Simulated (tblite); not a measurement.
Species: C5H10Si.
Geometry (GFN2-xTB, Å), atoms numbered from 1 in this order:
```
atom  x, y, z in Å
C1    -1.6442    0.8380   -1.2175
C2    -0.8379    0.1553   -0.4086
C3    -1.3889   -0.6808    0.7076
C4     0.6203    0.2212   -0.5657
C5     1.5485   -0.8929   -0.0567
Si6    1.7946    0.7297    0.8511
H7    -2.7145    0.8237   -1.1038
H8    -1.2601    1.4377   -2.0256
H9    -0.9272   -0.4124    1.6566
H10   -2.4642   -0.5448    0.7891
H11   -1.1917   -1.7371    0.5251
H12    0.9028    0.6104   -1.5391
H13    1.0711   -1.7229    0.4434
H14    2.2828   -1.2390   -0.7714
H15    1.2639    0.8661    2.1950
H16    2.9372    1.5569    0.5091
```

Computed with GFN2-xTB (tblite): harmonic, unscaled wavenumbers at the GFN2-xTB geometry, gas phase. Against measured fundamentals such values can be off by several per cent, at times by over 20. Modes of hydrogen on silicon can be 10 to 20 % off. One conformer, not necessarily the lowest.

Harmonic wavenumbers (cm⁻¹): 69.5, 161.7, 173.2, 256.9, 385.3, 397.4, 455.1, 487.5, 503.0, 527.7, 643.6, 710.3, 733.9, 742.9, 758.0, 841.3, 856.0, 941.2, 956.5, 999.2, 1036.5, 1039.2, 1076.6, 1116.5, 1280.5, 1324.5, 1398.0, 1427.4, 1440.9, 1483.6, 1494.2, 1688.8, 2360.4, 2363.6, 2998.0, 3012.1, 3015.3, 3044.1, 3057.9, 3079.5, 3101.3, 3123.5.

A = 5088, B = 1862, C = 1728 MHz; mass 98.055 u (most abundant isotopes); point group C1, symmetry number 1.

Task: What is the zero-point energy?

Result: Half the sum of the wavenumbers: 28281 cm⁻¹ = 338.32 kJ/mol.

Task: Entropy at 273.15 K, 1 bar (ideal gas, RRHO, classical rotation)?

Result: Translation 164.22, rotation 113.45, vibration 67.05: S = 344.7 J/(mol K).

Task: And Cp and H(273.15 K) − H(0)?

Result: Cp = 123.69 J/(mol K), of which vibrations give 90.43 (their classical limit is 42 R = 349.2); H(273.15 K) − H(0) = 19.87 kJ/mol without the zero-point energy, 10.78 from vibrations.

Task: Blend soft modes into free rotors: weight 1/[1 + (100 cm⁻¹/ν̃)⁴] for the oscillator and the rest for a rotor with moment μB/(μ + B), μ = h/(8π²ν), B = 10⁻⁴⁴ kg m². What vibrational entropy results?

Result: 64.14 J/(mol K) in place of 67.05, which changes −T·S at 273.15 K by +0.80 kJ/mol.

Task: How do the functions run with temperature in this model?

Result: 
```tsv
T (K)	S (J/(mol K))	Cp (J/(mol K))	H − H(0) (kJ/mol)	G − H(0) (kJ/mol)	ln q(vib)
50	225.9	42.8	1.83	-9.46	0.16
100	260.1	57.9	4.34	-21.67	0.68
298.15	356.0	133.4	23.08	-83.05	3.76
373.15	388.9	160.7	34.13	-110.99	5.13
500	441.5	198.9	57.05	-163.71	7.56
750	532.9	251.3	113.82	-285.83	12.40
1000	610.2	286.1	181.27	-428.98	17.01
```

q(vib) and H(0) count from the zero-point level.

Hindered rotation and anharmonicity are outside this model. Other conformers, if any are populated, would add a mixing term that is left out. The structure is chiral; the term R ln 2 for an equal mix with its mirror image is left out.
